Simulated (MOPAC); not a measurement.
MOPAC input (PM7):

```
PM7 FORCE THERMO(298,298) PRECISE LET CHARGE=-1 GEO-OK AUX(PRECISION=9) THREADS=1
C3H3O

C     2.06765178 1    0.02120718 1   -0.25123168 1
C     0.81795671 1   -0.23623062 1    0.00565208 1
C    -0.54414337 1   -0.49913565 1    0.27805342 1
O    -1.41718288 1    0.60592614 1   -0.09423491 1
H    -0.77484091 1   -0.63857133 1    1.35444696 1
H    -0.96827423 1   -1.34785847 1   -0.29734164 1
H    -0.86690296 1    1.31325313 1   -0.46239510 1
```

Output:

```
 *******************************************************************************
 **                                                                           **
 **                              MOPAC v23.2.5                                **
 **                                                                           **
 *******************************************************************************
 ** MOPAC's Digital Object Identifier: https://doi.org/10.5281/zenodo.6511958 **
 **                                                                           **
 ** Please cite the open-source release paper for use of this MOPAC version:  **
 ** J. E. Moussa and J. J. P. Stewart (2026)                                  **
 ** MOPAC: An open-source semiempirical molecular orbital program             **
 ** J. Open Source Softw., 11(119), 8025, https://doi.org/10.21105/joss.08025 **
 *******************************************************************************

                              PM7 CALCULATION RESULTS

 *******************************************************************************
 *  PM7        - The PM7 Hamiltonian to be used
 *  GEO-OK     - OVERRIDE INTERATOMIC DISTANCE AND OTHER SAFETY CHECKS
 *
 *
 *
 *                 CHARGE ON SYSTEM = -1
 *
 *
 *
 *  LET        - OVERRIDE SOME SAFETY CHECKS
 *  PRECISE    - TIGHTER CRITERIA TO BE USED
 *  FORCE      - FORCE CALCULATION SPECIFIED
 *  AUX        - OUTPUT AUXILIARY INFORMATION
 *  THERMO     - THERMODYNAMIC QUANTITIES TO BE CALCULATED
 *******************************************************************************
PM7 FORCE THERMO(298,298) PRECISE LET CHARGE=-1 GEO-OK AUX(PRECISION=9) THREADS=1
 C3H3O

   ATOM   CHEMICAL          X               Y               Z
  NUMBER   SYMBOL      (ANGSTROMS)     (ANGSTROMS)     (ANGSTROMS)

     1       C          2.06765178  *   0.02120718  *  -0.25123168  *
     2       C          0.81795671  *  -0.23623062  *   0.00565208  *
     3       C         -0.54414337  *  -0.49913565  *   0.27805342  *
     4       O         -1.41718288  *   0.60592614  *  -0.09423491  *
     5       H         -0.77484091  *  -0.63857133  *   1.35444696  *
     6       H         -0.96827423  *  -1.34785847  *  -0.29734164  *
     7       H         -0.86690296  *   1.31325313  *  -0.46239510  *

          CARTESIAN COORDINATES

    NO.       ATOM           X           Y           Z

     1         C          2.0677      0.0212     -0.2512
     2         C          0.8180     -0.2362      0.0057
     3         C         -0.5441     -0.4991      0.2781
     4         O         -1.4172      0.6059     -0.0942
     5         H         -0.7748     -0.6386      1.3544
     6         H         -0.9683     -1.3479     -0.2973
     7         H         -0.8669      1.3133     -0.4624

 General Reference for PM7:
 "Optimization of Parameters for Semiempirical Methods VI: More Modifications to the
 NDDO Approximations and Re-optimization of Parameters", J. J. P. Stewart, J. Mol. Mod., 1:32, 19 (2013)
[...]
 REDUCED MASS        0.4220         C 2 -- C 3          +4.1% ( 18.2%)     43.7%
 EFFECTIVE MASS      1.4950
 FORCE CONSTANT      0.4415

 VIBRATION         11    7A'         ATOM PAIR     ENERGY CONTRIBUTION    RADIAL
 FREQUENCY          1438.27         C 3 -- H 5         +22.0% ( 57.7%)      5.3%
 TRANSITION DIPOLE   1.0232         C 3 -- H 6         +22.0% ( 57.7%)      5.3%
 TRAVEL (Ang.)       0.1829         C 2 -- C 3         +20.2% ( 55.3%)     99.3%
 REDUCED MASS        1.4011         O 4 -- H 7         +19.2% ( 53.9%)     10.8%
 EFFECTIVE MASS      4.9737         C 3 -- O 4         +15.6% ( 48.6%)      4.2%
 FORCE CONSTANT      1.7077

 VIBRATION         12    5A"         ATOM PAIR     ENERGY CONTRIBUTION    RADIAL
 FREQUENCY          2638.46         C 3 -- H 5         +49.2% ( 72.3%)     98.4%
 TRANSITION DIPOLE   0.0451         C 3 -- H 6         +49.2% ( 72.3%)     98.4%
 TRAVEL (Ang.)       0.2266         C 3 -- O 4          +0.9% (  9.5%)      0.0%
 REDUCED MASS        0.4979         C 2 -- C 3          +0.8% (  9.5%)      0.0%
 EFFECTIVE MASS      1.4322
 FORCE CONSTANT      2.0420

 VIBRATION         13    8A'         ATOM PAIR     ENERGY CONTRIBUTION    RADIAL
 FREQUENCY          2701.36         C 3 -- H 6         +49.0% ( 69.2%)     96.9%
 TRANSITION DIPOLE   0.2348         C 3 -- H 5         +49.0% ( 69.2%)     96.9%
 TRAVEL (Ang.)       0.2285         C 2 -- C 3          +0.7% (  8.3%)     64.5%
 REDUCED MASS        0.4782         C 3 -- O 4          +0.6% (  7.8%)      3.6%
 EFFECTIVE MASS      1.2511
 FORCE CONSTANT      2.0559

 VIBRATION         14    9A'         ATOM PAIR     ENERGY CONTRIBUTION    RADIAL
 FREQUENCY          2842.50         O 4 -- H 7         +99.3% ( 99.7%)     98.7%
 TRANSITION DIPOLE   0.9001         C 3 -- O 4          +0.3% (  5.7%)      4.5%
 TRAVEL (Ang.)       0.1588         C 3 -- H 6          +0.2% (  4.1%)     61.5%
 REDUCED MASS        0.9409         C 3 -- H 5          +0.2% (  4.1%)     61.5%
 EFFECTIVE MASS      1.3345
 FORCE CONSTANT      4.4792

 VIBRATION         15   10A'         ATOM PAIR     ENERGY CONTRIBUTION    RADIAL
 FREQUENCY          3367.49         C 1 -- C 2         +75.8% ( 99.6%)    100.0%
 TRANSITION DIPOLE   5.8464         C 2 -- C 3         +24.1% ( 56.1%)    100.0%
 TRAVEL (Ang.)       0.0578
 REDUCED MASS        6.0030
 EFFECTIVE MASS     11.9738
 FORCE CONSTANT     40.1080

      SYMMETRY NUMBER FOR POINT-GROUP Cs  =  1

          SYSTEM IS A GROUND STATE

 C3H3O

          MOLECULE IS NOT LINEAR

          THERE ARE 15 GENUINE VIBRATIONS IN THIS SYSTEM
          THIS THERMODYNAMICS CALCULATION IS LIMITED TO
          MOLECULES WHICH HAVE NO INTERNAL ROTATIONS

                    CALCULATED THERMODYNAMIC PROPERTIES
                                          *
   TEMP. (K)   PARTITION FUNCTION   H.O.F.    ENTHALPY  HEAT CAPACITY ENTROPY
                                   KCAL/MOL   CAL/MOLE    CAL/K/MOL  CAL/K/MOL

 298.00  VIB.     0.2672D+01                  1018.4511     7.7607     5.3704
         ROT.     0.3217D+05                   888.2803     2.9808    23.6054
         INT.     0.8594D+05                  1906.7314    10.7415    28.9758
         TRA.     0.3949D+27                  1480.4672     4.9680    37.9368
         TOT.                       27.169    3387.1986    15.7095    66.9126

   *: NOTE: HEATS OF FORMATION ARE RELATIVE TO THE
            ELEMENTS IN THEIR STANDARD STATE AT 298K
              (=  Standard Enthalpy of Formation).

            Hvib:  Zero-point energy is not included.
                   frequencies of less than zero cm-1 are not included.
            Hrot = (3/2)RT
            Htra = (3/2)RT + pV = (5/2)RT

            Heat capacity is Cp, not Cv

          For more information, see: HTTP://OpenMOPAC.net/Manual/thermochemistry.html

           FORCE CONSTANT IN CARTESIAN COORDINATES (Millidynes/A)

    ATOM   CHEMICAL       X               Y               Z
   NUMBER   SYMBOL  FORCE CONSTANT  FORCE CONSTANT  FORCE CONSTANT

      1       C       38.588425        0.184843        0.197052
      2       C       45.447914        1.533446        1.403033
      3       C        9.648205        6.072602        6.046581
      4       O        4.444760        5.773261        0.512674
      5       H        1.380756        1.339457        2.786899
      6       H        1.380767        1.341097        2.785248
      7       H        2.524987        2.938716        0.052151

 **********************
 *                    *
 * JOB ENDED NORMALLY *
 *                    *
 **********************

 == MOPAC DONE ==
```

The dipole moment of an ion depends on the origin.
